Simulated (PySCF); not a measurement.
Compound: trans-NiI2(NH3)2 (triplet state).
Cartesian coordinates in Å at the PBE0-D3(BJ)/def2-SVP level; atoms count from 1:
```xyz
11
H6I2N2Ni angstrom
Ni     0.011   -0.008    0.020
I      2.628    0.013    0.176
N      0.001    2.046   -0.059
H      0.089    2.429    0.884
H     -0.874    2.403   -0.447
H      0.791    2.414   -0.592
I     -2.609   -0.023    0.096
N      0.019   -2.064   -0.001
H     -0.123   -2.421   -0.947
H     -0.745   -2.440    0.564
H      0.910   -2.434    0.336
```

Method: PBE0-D3(BJ)/def2-SVP geometry optimisation, gas phase, def2 core potentials past Kr in PySCF.

**Question.** Which atoms are bound to Ni1, and at what distances?

**Answer.** 4 atoms: N3 2.055 Å, N8 2.056 Å, I7 2.621 Å, I2 2.622 Å. The nearest atom not counted as bound is H4, at 2.59 Å.

**Question.** List the angles at Ni1.

**Answer.** 
```json
{"angle": "N3–Ni1–N8", "degrees": "177.2", "distance of the outer atoms (Å)": "4.11"}
{"angle": "I2–Ni1–I7", "degrees": "174.9", "distance of the outer atoms (Å)": "5.24"}
{"angle": "I2–Ni1–N8", "degrees": "90.3", "distance of the outer atoms (Å)": "3.34"}
{"angle": "N3–Ni1–I7", "degrees": "90.1", "distance of the outer atoms (Å)": "3.33"}
{"angle": "I2–Ni1–N3", "degrees": "89.9", "distance of the outer atoms (Å)": "3.33"}
{"angle": "I7–Ni1–N8", "degrees": "89.9", "distance of the outer atoms (Å)": "3.33"}
```

**Question.** What is the shape at Ni1?

**Answer.** Square planar: angles from 89.9° to 177.2°; τ4 = (360° − α − β)/141° = 0.06 with α and β the two widest (0 for a square, 1 for a tetrahedron).

**Question.** What are the other bond lengths?

**Answer.** N3–H4 and 5 like bonds 1.022 Å.

**Question.** What are the rotational constants (commonest isotopes, rigid rotor)?

**Answer.** A = 3203, B = 289.2, C = 266.4 MHz: a near-prolate asymmetric top.

Point group: near Cs, missed by 0.24 Å at most; the miss may be what the optimiser left on a soft mode. Charge 0, triplet. ⟨S²⟩ = 2.005 (exact for a triplet: 2.00). PBE0-D3(BJ)/def2-SVP frequencies: not computed here.
